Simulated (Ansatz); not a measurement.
Ideal-gas functions of H2NZn (`[NH2][Zn]`) radical at 400 K and 1 bar, from an Ansatz frequency run at PBE0-D4/def2-TZVP.

Molar mass 81.41 g/mol, point group Cs (symmetry number 1), electronic degeneracy 2, moments of inertia 1.73, 49.088, 50.018 u Å². Harmonic wavenumbers (cm⁻¹, unscaled): 487, 598, 703, 1537, 3486, 3583.

Use S(trans) = R[1.5 ln M + 2.5 ln T − 1.1517]; rotational temperatures θ = 24.2544 K / I; S(rot) = R[ln(√π/σ · √(T³/θAθBθC)) + 1.5]; for each mode x = 1.438777 ν̃/T, S = R[x/(eˣ − 1) − ln(1 − e⁻ˣ)] and H = RT x/(eˣ − 1); 1 cm⁻¹ = 0.0119627 kJ/mol; R = 8.31446 J/(mol·K).

Question: By hand: the entropy, in J/(mol·K).

Answer: Translation 169.8. Rotation: θ = 14.0199, 0.4941, 0.4849 K, giving 86.9. Vibration, mode by mode: 4.64, 3.38, 2.51, 0.22, 0.00, 0.00, in all 10.8. Electronic 5.8. Sum 273.3 J/(mol·K).

Question: By hand: H − E and G − E in kJ/mol, counted from the electronic energy.

Answer: Zero-point energy ½ × 10394 × 0.0119627 = 62.2; thermal vibration 3.0; translation, rotation and pV give 4 RT = 13.3. H − E = 78.5 kJ/mol, and G − E = 78.5 − 400 × 273.3/1000 = -30.8 kJ/mol.

Vibration gives 4 % of the entropy.
